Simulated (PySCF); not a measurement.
Constitutional and geometric isomers with formula C2H4Si. Isolated molecules, 0 K electronic values unless said otherwise. Strings in code marks are SMILES.

All values below come from B3LYP-D3(BJ)/def2-TZVP (PySCF 2.14.0). B3LYP has the VWN-RPA correlation part, as in Gaussian. 

| species | LUMO (eV) | HOMO (eV) |
|---|---|---|
| `C=C=[SiH2]` | -1.26 | -6.06 |
| `C1[SiH2]C=1` | -0.46 | -7.26 |
| `C([SiH3])#C` | -0.29 | -8.08 |
